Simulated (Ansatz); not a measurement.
H$_{8}$N$_{2}$OSi$_{2}$ (`N[Si](N)(O)[SiH3]`) at its PBE0-D4/def2-TZVP geometry, where that method's forces vanish. Total charge 0; spin multiplicity 1.

```
atom   x (Å)   y (Å)   z (Å)
  N1  -0.625   1.826   0.270
 Si2   0.245   0.418  -0.137
  N3   1.443   0.224   1.063
  O4   0.725   0.764  -1.681
 Si5  -0.944  -1.614  -0.161
  H6  -0.985   1.964   1.199
  H7  -1.160   2.314  -0.428
  H8   1.861  -0.669   1.260
  H9   2.039   0.991   1.333
 H10   1.064   0.037  -2.203
 H11  -1.972  -1.612  -1.241
 H12  -1.641  -1.857   1.133
 H13  -0.051  -2.786  -0.408
```

Q: For each bond, give half the difference of the two atoms' forces along it (eV/Å; positive pushes the atoms apart) under PBE-D4, r2SCAN-D4, B3LYP-D4, ωB97M-V in def2-TZVPP. (Estimate.)

A: Ansatz gave: 
| bond | length (Å) | PBE-D4 | r2SCAN-D4 | B3LYP-D4 | ωB97M-V |
| --- | --- | --- | --- | --- | --- |
| N1–Si2 | 1.705 | 0.10 | 0.02 | 0.06 | 0.05 |
| N1–H6 | 1.005 | 0.18 | 0.02 | -0.03 | -0.02 |
| N1–H7 | 1.006 | 0.18 | 0.01 | -0.02 | -0.03 |
| Si2–N3 | 1.706 | 0.00 | 0.01 | 0.05 | 0.05 |
| Si2–O4 | 1.654 | 0.27 | 0.06 | 0.11 | 0.09 |
| Si2–Si5 | 2.355 | -0.24 | -0.06 | 0.01 | -0.04 |
| N3–H8 | 1.006 | 0.19 | 0.02 | -0.02 | -0.03 |
| N3–H9 | 1.008 | 0.19 | 0.02 | -0.02 | -0.03 |
| O4–H10 | 0.958 | 0.34 | 0.02 | -0.03 | -0.06 |
| Si5–H11 | 1.490 | 0.10 | -0.01 | -0.07 | -0.09 |
| Si5–H12 | 1.490 | 0.09 | -0.01 | -0.07 | -0.09 |
| Si5–H13 | 1.494 | 0.09 | -0.01 | -0.06 | -0.09 |

B3LYP here is the variant with VWN-RPA as its local correlation; programs differ in this.
